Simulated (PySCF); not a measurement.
Run record: geometry optimisation, `C[C@H]1CC=CS(=O)(=O)C1`.

Computed with PBE0-D3(BJ)/def2-SVP geometry optimisation, gas phase (PySCF 2.14.0). Start geometry: GFN2-xTB. The input is one job of a driver script: a line of settings, then coordinates in Å.

Input:
```
{"job": {"xc": "PBE0", "basis": "def2-SVP", "d3": "d3bj", "grid": 1, "kind": "geom"}, "charge": 0, "multiplicity": 1}
C      2.077132    -0.924788     0.345533
C      0.674470    -0.318648     0.373139
C      0.706128     1.125419    -0.131870
C     -0.625239     1.802460    -0.178470
C     -1.798946     1.206903    -0.099666
S     -1.953710    -0.570383     0.036070
O     -2.931266    -1.011608    -0.921998
O     -2.173496    -0.914071     1.415865
C     -0.301205    -1.136657    -0.452231
H      2.062254    -1.933445     0.749349
H      2.453631    -0.967826    -0.674449
H      2.762835    -0.327309     0.941371
H      0.301306    -0.321976     1.403232
H      1.369089     1.716872     0.505626
H      1.138751     1.149211    -1.139039
H     -0.580111     2.880266    -0.294250
H     -2.740564     1.724908    -0.135178
H     -0.205250    -0.971312    -1.521646
H     -0.245614    -2.198762    -0.228851
```

Give the output.

```
step   0  E = -782.24583016  max force = 0.031335
step   1  E = -782.25080637  max force = 0.005356
step   2  E = -782.25097105  max force = 0.003650
step   3  E = -782.25101029  max force = 0.002070
step   4  E = -782.25103262  max force = 0.000458
step   5  E = -782.25103249  max force = 0.000643
step   6  E = -782.25103304  max force = 0.000387
optimisation converged
```

Energies in Eh; «max force» is the largest Cartesian gradient component in Eh/bohr.

Give the first gradient maximum in eV/Å.

With 1 Eh/bohr = 51.422 eV/Å, 1.611 eV/Å.

Main results: final energy -782.25103 Eh after 6 steps; dipole 5.56 D.

Where do the atoms end?

0.082 Å rms from the input after alignment:
```
atom  x, y, z in Å
C1     2.2457   -0.4267    0.3838
C2     0.8835    0.2315    0.5451
C3     0.8993    1.6833    0.0662
C4    -0.4335    2.3623    0.0137
C5    -1.6282    1.7737    0.1105
S6    -1.8228    0.0301    0.3202
O7    -2.8166   -0.4297   -0.6440
O8    -1.9926   -0.2575    1.7434
C9    -0.2040   -0.5553   -0.1742
H10    2.2411   -1.4523    0.7823
H11    2.5401   -0.4771   -0.6771
H12    3.0211    0.1402    0.9214
H13    0.6124    0.2282    1.6157
H14    1.5725    2.2763    0.7082
H15    1.3490    1.7367   -0.9450
H16   -0.4175    3.4474   -0.1404
H17   -2.5808    2.3086    0.0607
H18   -0.1532   -0.4671   -1.2709
H19   -0.2109   -1.6210    0.1019
```

The run took about 2.6 min of CPU time (one thread, shared machine).
Labels such as C1 count atoms from 1, the log's own numbers from 0.
